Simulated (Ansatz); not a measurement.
Relaxation of C₃H₉InSi (14 atoms, charge 0, multiplicity 1), to a largest force component of 0.015 eV/Å in at most 40 steps.

These are results of RKS PBE0-D4/def2-SVP (Ansatz 0.2.0), not measurements.

```xyz
14
Properties=species:S:1:pos:R:3
C -2.018 1.144 0.779
Si -0.387 0.747 0.091
C -0.182 -1.075 0.144
C 1.061 -1.603 -0.279
In 2.879 -0.912 -1.160
H -2.850 0.711 0.155
H -2.118 0.847 1.823
H -2.167 2.306 0.719
H -0.276 1.224 -1.260
H 0.657 1.407 0.924
H -0.950 -1.707 0.572
H 1.155 -2.680 -0.225
H 2.850 -0.151 -0.525
H 2.334 -0.287 -1.730
```

Where does it end, and by what steps?

It converged. After 27 steps the energy has fallen by 26.075 eV; H14 moved furthest, 1.57 Å. The start is strongly strained (largest force component 67 eV/Å).

| step | energy less start (eV) | largest force component (eV/Å) | accepted |
| --- | --- | --- | --- |
| 0 | 0.0000 | 66.758 | yes |
| 1 | -17.0898 | 15.917 | yes |
| 2 | -21.5602 | 5.375 | yes |
| 3 | -23.6251 | 2.758 | yes |
| 4 | -24.8899 | 1.438 | yes |
| 5 | -25.5341 | 0.865 | yes |
| 6 | -25.7552 | 0.886 | yes |
| 7 | -25.8338 | 0.485 | yes |
| 8 | -25.8334 | 0.386 | no |
| 9 | -25.8598 | 0.078 | yes |
| 10 | -25.8631 | 0.089 | yes |
| 11 | -25.8678 | 0.113 | yes |
| 12 | -25.8736 | 0.102 | yes |
| 13 | -25.8797 | 0.127 | yes |
| 14 | -25.8876 | 0.279 | yes |
| 15 | -25.9012 | 0.431 | yes |
| 16 | -25.9492 | 0.487 | yes |
| 17 | -25.9957 | 0.351 | yes |
| 18 | -26.0191 | 0.298 | yes |
| 19 | -26.0392 | 0.286 | yes |
| 20 | -26.0540 | 0.196 | yes |
| 21 | -26.0661 | 0.081 | yes |
| 22 | -26.0698 | 0.088 | yes |
| 23 | -26.0722 | 0.085 | yes |
| 24 | -26.0738 | 0.106 | yes |
| 25 | -26.0750 | 0.050 | yes |
| 26 | -26.0752 | 0.024 | yes |
| 27 | -26.0753 | 0.009 | yes |

```xyz
14
Properties=species:S:1:pos:R:3
C -1.971 1.184 0.280
Si -0.271 0.595 0.806
C -0.019 -1.248 0.720
C 0.882 -1.748 -0.148
In 2.041 -0.399 -1.407
H -2.217 0.813 -0.727
H -2.734 0.808 0.979
H -2.028 2.283 0.273
H 0.762 1.135 -0.184
H 0.086 1.190 2.132
H -0.606 -1.922 1.363
H 1.011 -2.840 -0.195
H 3.613 0.110 -0.884
H 1.437 0.009 -2.981
```

Time of the run: 2.5 min on 2 threads of Arm Neoverse V1, with other jobs on the host, peak memory 0.39 GiB.
